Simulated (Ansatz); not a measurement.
System: H₄BGeO, charge 0, doublet. H4BGeO (SMILES [BH]([O])[GeH3], doublet).
B3LYP-D3(BJ)/def2-TZVP minimum from Ansatz (a quantum-chemistry and plane-wave program):
```xyz
7

B     -1.4347     0.4454    -0.3296
Ge     0.5284    -0.4043     0.2137
H      0.7042    -1.6726    -0.6409
H      1.6450     0.6087    -0.0523
H      0.4449    -0.7703     1.7067
H     -2.3414    -0.3137    -0.1380
O     -1.2736     1.6073    -0.7584
```
Charge 0, spin multiplicity 2.

Total energies in cc-pVDZ, 17 correlated electrons, 16 frozen orbitals. Radicals and triplets start from unrestricted determinants; spin-orbit coupling is neglected. Cores are frozen in correlated methods (noble-gas shells, and filled d and f shells in the p block). No relativity. The UHF reference of H4BGeO ([O][BH][GeH3], doublet) is spin-contaminated (<S^2> up to 0.04 over the pure value in the sets run).

| method | program | energy (Eh) | minus CCSDT(Q) (mEh) |
|---|---|---|---|
| HF | Ansatz | -2177.19892 | 410.36 |
| MP2 | Ansatz | -2177.54344 | 65.83 |
| CCSD | Ansatz | -2177.59443 | 14.85 |
| CCSD(T) | Ansatz | -2177.60618 | 3.10 |
| CCSDT(Q) | Ansatz | -2177.60928 | 0.00 |

Rough core times of Ansatz's runs on a shared machine: CCSD(T) 20 s, CCSDT(Q) 8 min.
